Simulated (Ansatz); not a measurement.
Calculated with Ansatz (gas phase, PBE0-D4/def2-TZVP geometries, no zero-point term in ΔE). CCSD(T)/CBS is the MP2 limit (def2-TZVPP, def2-QZVPP) plus CCSD(T) − MP2 in def2-TZVPP, frozen cores. Functionals use def2-TZVPP. B3LYP here is the variant with VWN-RPA as its local correlation; programs differ in this. One conformer a species, not always the lowest.

Consider the ligand exchange at the Si–C bond: `O[SiH](O)C[SiH2]Cl` + CH₃NH₂ → `CN[SiH2]Cl` + `C[SiH](O)O`.

`O[SiH](O)C[SiH2]Cl`:

```xyz
13

O    -0.746    1.557    1.003
Si   -1.216    0.525   -0.189
O    -0.903    1.086   -1.695
C    -0.276   -1.039    0.184
Si    1.553   -0.833    0.421
Cl    2.344    0.242   -1.173
H    -1.114    2.442    1.000
H    -2.684    0.327   -0.171
H     0.025    1.145   -1.940
H    -0.670   -1.473    1.111
H    -0.456   -1.762   -0.618
H     1.878   -0.083    1.652
H     2.266   -2.134    0.416
```

CH₃NH₂:

Z-matrix (Å, degrees):
```
C
N 1 1.453
H 1 1.092 2 109.4
H 1 1.100 2 115.4 3 -121.6
H 1 1.092 2 109.4 3 116.8
H 2 1.012 1 110.6 3 62.6
H 2 1.012 1 110.6 3 -179.3
```

`CN[SiH2]Cl`:

```xyz
10

C    -0.443    0.581    1.208
N     0.004   -0.543    0.410
Si    0.237   -0.475   -1.270
Cl    1.838    0.695   -1.880
H     0.382    1.206    1.570
H    -1.022    0.239    2.070
H    -1.098    1.215    0.607
H     0.541   -1.220    0.929
H     0.512   -1.846   -1.752
H    -0.951    0.148   -1.893
```

`C[SiH](O)O`:

```xyz
10

C    -0.763    0.991    0.524
Si    0.232   -0.193   -0.495
O     1.739   -0.173    0.168
O    -0.414   -1.707   -0.524
H    -0.770    0.692    1.576
H    -0.339    1.996    0.467
H    -1.797    1.034    0.172
H     0.283    0.179   -1.931
H     2.418   -0.687   -0.273
H    -0.588   -2.132    0.317
```

Is it downhill or uphill in electronic energy at CCSD(T)/CBS, and by how much? (Best estimate.)

Computed: Downhill: ΔE = -46.7 kJ/mol.

What do these levels give: PBE-D4, B3LYP-D4, ωB97X-V, PBE0, B3LYP, HF/def2-TZVPP, SCS-MP2/def2-TZVPP, CCSD/def2-TZVPP, CCSD(T)/def2-TZVPP, HF/def2-QZVPP, SCS-MP2/def2-QZVPP, HF/CBS(def2)? (Estimate.)

The calculation gave: PBE-D4 -42.1, B3LYP-D4 -48.3, ωB97X-V -46.6, PBE0 -47.4, B3LYP -56.8, HF/def2-TZVPP -61.1, SCS-MP2/def2-TZVPP -50.7, CCSD/def2-TZVPP -48.8, CCSD(T)/def2-TZVPP -46.6, HF/def2-QZVPP -62.1, SCS-MP2/def2-QZVPP -51.2, HF/CBS(def2) -62.2 kJ/mol.

Largest T1 diagnostic among the species: 0.011.

The D4 term adds +8.5 kJ/mol with B3LYP and +4.9 kJ/mol with PBE0; it sums over pairs of atoms, weighted by their polarisabilities, and B3LYP, whose exchange is more repulsive, gets the larger term. In def2-TZVPP, CCSD(T) changes the Hartree–Fock value by +14.5 kJ/mol (the triples alone add +2.2 kJ/mol) and MP2 by +13.3 kJ/mol.
